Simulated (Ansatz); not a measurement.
## Worked example: the enthalpy of formation of GeH3O (SMILES [OH][GeH2])

The species is GeH3O (5 atoms), meant as a doublet with charge 0. As SMILES, `[OH][GeH2]`. The shape is that of a PBE0-D4/def2-TZVP optimisation. This is one conformer, not always the lowest.

Total energies at UHF/3-21G (Ansatz 0.2.0); the atoms run unrestricted:

| species | state | energy (Eh) |
| --- | --- | --- |
| GeH3O | doublet | -2141.499140 |
| O | triplet | -74.393657 |
| Ge | triplet | -2065.291667 |
| H | doublet | -0.496199 |

Harmonic wavenumbers at UPBE0-D4/def2-TZVP, in cm⁻¹: 287, 612, 679, 709, 829, 925, 2029, 2108, 3893.

Measured heats of formation of the gaseous atoms at 298.15 K, in kJ/mol: O 249.2, Ge 372.0, H 218.0. Spin-orbit lowering of the atoms at 298 K (mean of the ground term's levels less their thermal mean, from spectra), in kJ/mol: O 0.40, Ge 10.39. Take 1 Eh = 2625.50 kJ/mol, 1 cm⁻¹ = 0.0119627 kJ/mol, RT = 2.479 kJ/mol.

Task: What heat of formation follows?

Result: 
1. Electronic atomisation energy: (-74.393657) + (-2065.291667) + 3 × (-0.496199) − (-2141.499140) = 0.325219 Eh = 853.9 kJ/mol.
2. Zero-point energy: half the sum of the wavenumbers, 6035.5 cm⁻¹ = 72.2 kJ/mol.
3. Thermal vibrational enthalpy, Σ hcν̃/(exp(hcν̃/kT) − 1): 2.5 kJ/mol. Translation, rotation and pV of a non-linear molecule: 4 RT = 9.9 kJ/mol.
4. The 5 free atoms carry 5/2 RT each: 31.0 kJ/mol.
5. Spin-orbit coupling lowers the free atoms by 0.40 + 10.39 = 10.8 kJ/mol.
6. Atomisation enthalpy at 298 K: 853.9 − 10.8 − 72.2 − 2.5 − 9.9 + 31.0 = 789.5 kJ/mol.
7. Sum of the atoms' heats of formation: 1275.2 kJ/mol. Heat of formation: 1275.2 − 789.5 = +485.7 kJ/mol.

No measured value is set beside it here. Hartree–Fock leaves out correlation, which is larger in the molecule than in the atoms, so it underbinds and puts the heat of formation too high. Relativity is left out. Anharmonicity and any spin-orbit splitting of the molecule are left out.
